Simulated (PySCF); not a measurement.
# RbGa: script and output

File input.py (PySCF 2.14):

```python
from pyscf import gto, dft

mol = gto.M(
    atom='Rb 0 0 0; Ga 0 0 3.755',
    basis='lanl2dz',
    ecp={'Rb': 'lanl2dz', 'Ga': 'lanl2dz'},
    charge=0,
    spin=0,
    verbose=4,
)
mf = dft.RKS(mol, xc='m062x')
mf.kernel()
mf.mulliken_pop()
mf.dip_moment()
print('orbital energies (hartree):', mf.mo_energy[..., max(0, mol.nelec[1]-3):mol.nelec[0]+3].round(4))
```

```bash
$ OMP_NUM_THREADS=1 python input.py
```

Output (some set-up lines and the per-cycle HOMO/LUMO lines with their warnings removed):

```
PySCF version 2.14.0

[INPUT] Symbol           X                Y                Z      unit          X                Y                Z       unit  Magmom
[INPUT]  1 Rb     0.000000000000   0.000000000000   0.000000000000 AA    0.000000000000   0.000000000000   0.000000000000 Bohr   0.0
[INPUT]  2 Ga     0.000000000000   0.000000000000   3.755000000000 AA    0.000000000000   0.000000000000   7.095921597742 Bohr   0.0

nuclear repulsion = 3.8050025818482
number of shells = 9
number of NR pGTOs = 35
number of NR cGTOs = 20
basis = lanl2dz
ecp = {'Rb': 'lanl2dz', 'Ga': 'lanl2dz'}

******** <class 'pyscf.dft.rks.RKS'> ********
method = RKS
initial guess = minao
damping factor = 0
level_shift factor = 0
DIIS = <class 'pyscf.scf.diis.CDIIS'>
SCF conv_tol = 1e-09
SCF max_cycles = 50
XC functionals = m062x

grids dens level: 3
Initial guess from minao.
tot grids = 42816
init E= -16.0699868176903
cycle= 1 E= -25.6853209232418  delta_E= -9.62  |g|= 0.185  |ddm|=  2.6
cycle= 2 E= -25.790626266527  delta_E= -0.105  |g|= 0.117  |ddm|= 1.41
cycle= 3 E= -25.8022935623904  delta_E= -0.0117  |g|= 0.0462  |ddm|= 0.398
cycle= 4 E= -25.8050296992939  delta_E= -0.00274  |g|= 0.00867  |ddm|= 0.215
cycle= 5 E= -25.8051814922819  delta_E= -0.000152  |g|= 0.00474  |ddm|= 0.0477
cycle= 6 E= -25.805222280112  delta_E= -4.08e-05  |g|= 0.0019  |ddm|= 0.0235
cycle= 7 E= -25.8052355325095  delta_E= -1.33e-05  |g|= 0.000382  |ddm|= 0.0292
cycle= 8 E= -25.8052357749815  delta_E= -2.42e-07  |g|= 5.74e-05  |ddm|= 0.00356
cycle= 9 E= -25.8052357862615  delta_E= -1.13e-08  |g|= 1.38e-05  |ddm|= 0.000467
cycle= 10 E= -25.8052357866796  delta_E= -4.18e-10  |g|= 1.11e-06  |ddm|= 0.000115
Extra cycle  E= -25.8052357866838  delta_E= -4.13e-12  |g|= 5.85e-07  |ddm|= 1.19e-05
converged SCF energy = -25.8052357866838
 ** Mulliken pop  **
pop of  0 Rb 4s           2.00710
pop of  0 Rb 5s           0.65581
pop of  0 Rb 6s           0.20988
pop of  0 Rb 4px          1.99000
pop of  0 Rb 4py          1.99000
pop of  0 Rb 4pz          1.99095
pop of  0 Rb 5px          0.01320
pop of  0 Rb 5py          0.01320
pop of  0 Rb 5pz          0.03101
pop of  0 Rb 6px         -0.00303
pop of  0 Rb 6py         -0.00303
pop of  0 Rb 6pz          0.01065
[8 lines left out]
 ** Mulliken atomic charges  **
charge of    0Rb =      0.09428
charge of    1Ga =     -0.09428
Dipole moment(X, Y, Z, Debye):  0.00000, -0.00000, -3.00941
orbital energies (hartree): [-0.6735 -0.3542 -0.1327 -0.0346 -0.0323 -0.0323]
```

In short: E(SCF) = -25.805236 Eh, 10 cycles, μz(SCF) = -3.01 D.

Hardware: Arm Neoverse V1, 1 thread, shared host. Wall time 1.4 s, peak memory 0.15 GiB.

Stability towards an unrestricted solution was not tested. The bond length is a typed value, not an optimised one.
